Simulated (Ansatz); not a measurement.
Z-matrix (Å, degrees):
```
Si
N 1 1.713
N 1 1.712 2 108.2
H 1 1.494 2 103.9 3 125.2
H 1 1.495 2 116.9 3 -116.8
C 2 1.455 1 124.3 3 -159.5
H 2 1.008 1 117.6 3 40.4
H 3 1.006 1 120.4 2 -145.5
H 3 1.006 1 122.0 2 62.9
Al 6 1.962 2 114.4 1 169.6
H 6 1.100 2 109.6 1 49.8
H 6 1.105 2 113.2 1 -65.7
H 10 1.592 6 118.8 2 9.2
H 10 1.589 6 120.5 2 -172.0
```

Charge 0, multiplicity 1.

**Question.** List the r2SCAN/def2-TZVPP orbital energies in eV (the Gaussian-basis code of Ansatz). (An estimate is asked.)

**Answer.** Ansatz gave: Occupied: -1790.81, -1516.84, -384.66, -384.60, -273.26, -141.17, -110.37, -96.04, -96.03, -96.01, -70.75, -70.47, -70.46, -22.68, -21.92, -16.74, -13.56, -12.46, -11.78, -10.67, -10.44, -9.90, -9.29, -8.19, -7.52, -6.96, -6.25, -5.44. Lowest empty: -1.82, 0.25, 0.67, 0.95, 1.15, 1.84, 2.35, 2.56.
